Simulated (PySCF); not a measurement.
PySCF input file for fluoro(fluorosilyloxy)silane (F₂H₄OSi₂), SMILES F[SiH2]O[SiH2]F, PBE0-D3(BJ)/def2-SVP. The structure is a stationary point at PBE0-D3(BJ)/def2-SVP. The values are those of a single conformer.

```python
import numpy as np
from pyscf import gto, scf, dft, df
from pyscf.hessian import thermo

mol = gto.M(
    atom='''
    Si   -1.54213792    0.34015911   -0.30619845
    F    -1.91704469   -0.59235127    0.96303704
    O    -0.00000000    0.00000000   -0.77053886
    Si    1.54213792   -0.34015911   -0.30619846
    F     1.91704469    0.59235127    0.96303704
    H    -1.64946960    1.75467999    0.12494454
    H    -2.45063413   -0.00743818   -1.42334410
    H     2.45063412    0.00743819   -1.42334412
    H     1.64946961   -1.75468000    0.12494453
    ''',
    basis='def2-SVP',
    charge=0,
    spin=0,
    max_memory=1600,
    verbose=3,
)
mf = dft.RKS(mol, xc='pbe0').density_fit(auxbasis='def2-universal-jkfit')
mf.disp = 'd3bj'
mf.grids.level = 3
mf.conv_tol = 1e-11
mf.max_cycle = 100
mf.kernel()

# [left out here: the lines that compute and print the analytic Hessian (its translational invariance restored by hand, since the grid's response is missing), thermochemistry and intensities]
```

Output:

```
converged SCF energy = -855.584448207444

WARN: DFTD3 does not support analytical Hessian, using finite difference


WARN: Mole.unit (angstrom) is changed to Bohr

Mode                                 0                   1                   2
Irrep
Freq [cm^-1]                       25.8547             40.8644             59.5867
Reduced mass [au]                   6.3614              3.9748              4.9060
Force const [Dyne/A]                0.0025              0.0039              0.0103
Char temp [K]                      37.1992             58.7948             85.7320
Normal mode                   x     y     z       x     y     z       x     y     z
       0  Si                 0.00 -0.03 -0.03   -0.04 -0.03 -0.04   -0.04 -0.04 -0.03
       1   F                 0.10  0.07  0.07    0.07 -0.01  0.01   -0.09  0.05  0.02
       2   O                 0.00  0.00 -0.06    0.01  0.15  0.00    0.00 -0.00  0.09
       3  Si                -0.00  0.03 -0.03   -0.04 -0.03  0.04    0.04  0.04 -0.03
       4   F                -0.10 -0.07  0.07    0.07 -0.01 -0.01    0.09 -0.05  0.02
       5   H                -0.04  0.01 -0.15   -0.23 -0.02 -0.11   -0.13 -0.01 -0.16
       6   H                -0.03 -0.17  0.04    0.01 -0.20 -0.03    0.04 -0.18 -0.06
       7   H                 0.03  0.17  0.04    0.01 -0.20  0.03   -0.04  0.18 -0.06
       8   H                 0.04 -0.01 -0.15   -0.23 -0.02  0.11    0.13  0.01 -0.16
Mode                                 3                   4                   5
Irrep
Freq [cm^-1]                      307.2388            347.1669            603.6803
Reduced mass [au]                   9.3681              8.5026              5.1031
Force const [Dyne/A]                0.5210              0.6038              1.0957
Char temp [K]                     442.0482            499.4959            868.5615
Normal mode                   x     y     z       x     y     z       x     y     z
       0  Si                -0.04  0.04 -0.03   -0.03  0.04 -0.02   -0.11  0.03  0.00
       1   F                 0.09 -0.01 -0.03    0.08 -0.01 -0.04   -0.00 -0.01  0.02
       2   O                -0.07 -0.12 -0.00   -0.00 -0.00  0.17    0.00 -0.00 -0.08
       3  Si                -0.04  0.04  0.03    0.03 -0.04 -0.02    0.11 -0.03  0.00
       4   F                 0.09 -0.01  0.03   -0.08  0.01 -0.04    0.00  0.01  0.02
       5   H                 0.05  0.04 -0.01   -0.14  0.05 -0.07   -0.10  0.02  0.06
       6   H                -0.11  0.12 -0.00    0.04 -0.02 -0.06   -0.23  0.09  0.08
       7   H                -0.11  0.12  0.00   -0.04  0.02 -0.06    0.23 -0.09  0.08
       8   H                 0.05  0.04  0.01    0.14 -0.05 -0.07    0.10 -0.02  0.06
Mode                                 6                   7                   8
Irrep
Freq [cm^-1]                      707.7254            710.5350            734.4093
Reduced mass [au]                   1.4139              1.4335              1.0633
Force const [Dyne/A]                0.4172              0.4264              0.3379
Char temp [K]                    1018.2593           1022.3016           1056.6514
Normal mode                   x     y     z       x     y     z       x     y     z
       0  Si                -0.01 -0.04 -0.04   -0.01 -0.05 -0.04   -0.00  0.01  0.00
       1   F                 0.01  0.03  0.03    0.02  0.03  0.02    0.01  0.01  0.01
       2   O                 0.01  0.06  0.00   -0.00 -0.00  0.06   -0.01 -0.05  0.00
       3  Si                -0.01 -0.04  0.04    0.01  0.05 -0.04   -0.00  0.01 -0.00
       4   F                 0.01  0.03 -0.03   -0.02 -0.03  0.02    0.01  0.01 -0.01
       5   H                 0.24 -0.13  0.33    0.28 -0.11  0.28   -0.38 -0.10  0.27
       6   H                -0.12  0.38 -0.08   -0.11  0.39 -0.09    0.37  0.07 -0.31
       7   H                -0.12  0.38  0.08    0.11 -0.39 -0.09    0.37  0.07  0.31
       8   H                 0.24 -0.13 -0.33   -0.28  0.11  0.28   -0.38 -0.10 -0.27
Mode                                 9                  10                  11
Irrep
Freq [cm^-1]                      739.1545            877.1246            881.0227
Reduced mass [au]                   1.0579              3.1398              2.7545
Force const [Dyne/A]                0.3406              1.4232              1.2597
Char temp [K]                    1063.4788           1261.9870           1267.5955
Normal mode                   x     y     z       x     y     z       x     y     z
       0  Si                 0.00 -0.00 -0.00   -0.00  0.04 -0.04   -0.01 -0.03  0.04
       1   F                -0.00 -0.01 -0.02   -0.02 -0.07  0.09    0.02  0.07 -0.09
       2   O                 0.00  0.00  0.04    0.03  0.00  0.00   -0.00 -0.00  0.00
       3  Si                -0.00  0.00 -0.00   -0.00  0.04  0.04    0.01  0.03  0.04
       4   F                 0.00  0.01 -0.02   -0.02 -0.07 -0.09   -0.02 -0.07 -0.09
       5   H                 0.38  0.11 -0.30    0.13  0.10 -0.22   -0.14 -0.10  0.23
       6   H                -0.35 -0.09  0.31    0.14  0.13 -0.18   -0.15 -0.14  0.20
       7   H                 0.35  0.09  0.31    0.14  0.13  0.18    0.15  0.14  0.20
       8   H                -0.38 -0.11 -0.30    0.13  0.10  0.22    0.14  0.10  0.23
Mode                                12                  13                  14
Irrep
Freq [cm^-1]                      934.5979            979.9044            981.6627
Reduced mass [au]                   1.3129              1.2603              1.1479
Force const [Dyne/A]                0.6757              0.7130              0.6518
Char temp [K]                    1344.6783           1409.8643           1412.3941
Normal mode                   x     y     z       x     y     z       x     y     z
       0  Si                -0.04 -0.01  0.03   -0.00 -0.04  0.04   -0.01  0.03 -0.03
       1   F                 0.02  0.02 -0.03    0.01  0.02 -0.03   -0.00 -0.01  0.02
       2   O                 0.01  0.01 -0.00   -0.01  0.01  0.00   -0.00  0.00  0.01
       3  Si                -0.04 -0.01 -0.03   -0.00 -0.04 -0.04    0.01 -0.03 -0.03
       4   F                 0.02  0.02  0.03    0.01  0.02  0.03    0.00  0.01  0.02
       5   H                 0.43  0.04 -0.03   -0.13  0.09 -0.40    0.28 -0.08  0.37
       6   H                 0.34 -0.16 -0.22    0.01  0.43 -0.12    0.10 -0.45  0.03
       7   H                 0.34 -0.16  0.22    0.01  0.43  0.12   -0.10  0.45  0.03
       8   H                 0.43  0.04  0.03   -0.13  0.09  0.40   -0.28  0.08  0.37
Mode                                15                  16                  17
Irrep
Freq [cm^-1]                     1001.2553           1133.8818           2293.2572
Reduced mass [au]                   1.6287              9.9683              1.0299
Force const [Dyne/A]                0.9620              7.5511              3.1911
Char temp [K]                    1440.5835           1631.4034           3299.4865
Normal mode                   x     y     z       x     y     z       x     y     z
       0  Si                 0.05  0.02 -0.05   -0.05  0.01  0.02    0.01 -0.02  0.00
       1   F                -0.02 -0.02  0.04   -0.00  0.00 -0.00    0.00  0.00 -0.00
       2   O                -0.00  0.00  0.03    0.21 -0.05  0.00    0.00 -0.00 -0.00
       3  Si                -0.05 -0.02 -0.05   -0.05  0.01 -0.02    0.01 -0.02 -0.00
       4   F                 0.02  0.02  0.04   -0.00  0.00  0.00    0.00  0.00  0.00
       5   H                -0.33 -0.08  0.17   -0.09 -0.00  0.02   -0.04  0.59  0.18
       6   H                -0.31  0.03  0.24   -0.10  0.04  0.05   -0.19 -0.08 -0.24
       7   H                 0.31 -0.03  0.24   -0.10  0.04 -0.05   -0.19 -0.08  0.24
       8   H                 0.33  0.08  0.17   -0.09 -0.00 -0.02   -0.04  0.59 -0.18
Mode                                18                  19                  20
Irrep
Freq [cm^-1]                     2296.1624           2304.5926           2306.3949
Reduced mass [au]                   1.0374              1.0529              1.0465
Force const [Dyne/A]                3.2225              3.2947              3.2798
Char temp [K]                    3303.6664           3315.7956           3318.3887
Normal mode                   x     y     z       x     y     z       x     y     z
       0  Si                -0.00  0.02  0.00    0.01  0.02  0.02   -0.01 -0.01 -0.02
       1   F                 0.00  0.00 -0.00    0.00  0.00  0.00    0.00 -0.00 -0.00
       2   O                -0.00  0.00 -0.00    0.00 -0.00  0.00   -0.00  0.00  0.00
       3  Si                 0.00 -0.02  0.00    0.01  0.02 -0.02    0.01  0.01 -0.02
       4   F                -0.00 -0.00 -0.00    0.00  0.00 -0.00   -0.00  0.00 -0.00
       5   H                 0.05 -0.65 -0.20    0.03 -0.30 -0.09   -0.01  0.10  0.03
       6   H                 0.07  0.03  0.09   -0.38 -0.14 -0.46    0.42  0.16  0.52
       7   H                -0.07 -0.03  0.09   -0.38 -0.14  0.46   -0.42 -0.16  0.52
       8   H                -0.05  0.65 -0.20    0.03 -0.30  0.09    0.01 -0.10  0.03
temperature 298.1500 [K]
pressure 101325.00 [Pa]
Rotational constants [GHz] 6.33689 1.59499 1.46487
Symmetry number 2
Zero-point energy (ZPE) 0.04617 [Eh]   121218.031 [J/mol]
                           tot       elec      trans        rot        vib
Entropy [J/mol/K]       363.679      0.000    167.836    109.195     86.648
Cv [J/mol/K]             93.151      0.000     12.472     12.472     68.207
Cp [J/mol/K]            101.465      0.000     20.786     12.472     68.207
Internal energy [J/mol]                      3718.434   3718.434 132264.404
Internal energy [Eh]   -855.53124  -855.58445
Enthalpy [J/mol]                             6197.391   3718.434 132264.404
Enthalpy [Eh]          -855.53029
Gibbs free energy [J/mol]                  -43842.865 -28838.116 106430.334
Gibbs free energy [Eh] -855.57159
mode   freq/cm-1   IR/(km/mol)
   1       25.85         0.800
   2       40.86         5.185
   3       59.59         1.600
   4      307.24        36.962
   5      347.17         4.142
   6      603.68         1.355
   7      707.73       144.070
   8      710.53        87.435
   9      734.41         2.689
  10      739.15         0.733
  11      877.12        56.885
  12      881.02        13.912
  13      934.60       546.352
  14      979.90       168.020
  15      981.66       102.512
  16     1001.26       197.440
  17     1133.88       502.394
  18     2293.26       163.770
  19     2296.16         8.451
  20     2304.59       156.817
  21     2306.39       129.993
max |gradient| / (hartree/bohr): 0.00015601819760162572
APT charges: [ 1.8801 -0.6419 -1.3443  1.8801 -0.6419 -0.2853 -0.2807 -0.2807 -0.2853]
```

The run converged.

Cost: about 90 core-seconds (a rough figure).
